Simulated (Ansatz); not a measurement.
The same path of CH5BCl2Sn (10 atoms, charge 0, multiplicity 1) was run twice with different band settings. The coordinate that changes most is the dihedral B1–C2–Sn3–Cl5.

Computed with RKS CAM-B3LYP/def2-SVP (Ansatz 0.2.0).

Relaxed end points:

```xyz
10
Properties=species:S:1:pos:R:3
B -0.785 0.629 1.287
C -0.281 -0.700 0.679
Sn 0.821 -0.149 -1.090
Cl -0.266 -1.127 -2.924
Cl 0.683 2.177 -1.398
H -1.854 1.083 0.967
H -0.098 1.241 2.067
H -1.057 -1.374 0.290
H 0.456 -1.248 1.285
H 2.464 -0.583 -1.159
```

```xyz
10
Properties=species:S:1:pos:R:3
B -1.457 0.007 0.738
C 0.017 -0.423 0.922
Sn 0.986 0.007 -0.954
Cl -0.531 1.096 -2.380
Cl 2.705 1.541 -0.518
H -2.266 -0.766 0.287
H -1.807 1.125 1.015
H 0.184 -1.502 1.059
H 0.599 0.164 1.646
H 1.654 -1.301 -1.813
```

Common settings: movable images 9; climbing image yes; spring 5.0 eV/Å²; optimiser quadratic models (default); start path IDPP; end points relaxed.

| run | force threshold | iteration limit |
| --- | --- | --- |
| 1 | 0.05 eV/Å | 36 |
| 2 | 0.5 eV/Å | 38 |

(1) What does each run give, and how far can it be trusted?

## Answers

(1) Run 1: converged after 4 iterations, highest image 0.027 eV above the first end. A vibrational analysis at the climbing image gives one clearly imaginary mode, 50i cm⁻¹: a first-order saddle point.
Run 2: converged after 3 iterations, highest image 0.030 eV above the first end. The threshold of 0.5 eV/Å is loose, so the images may lie well off the minimum-energy path. The order of the stationary point at the top wasn't checked.
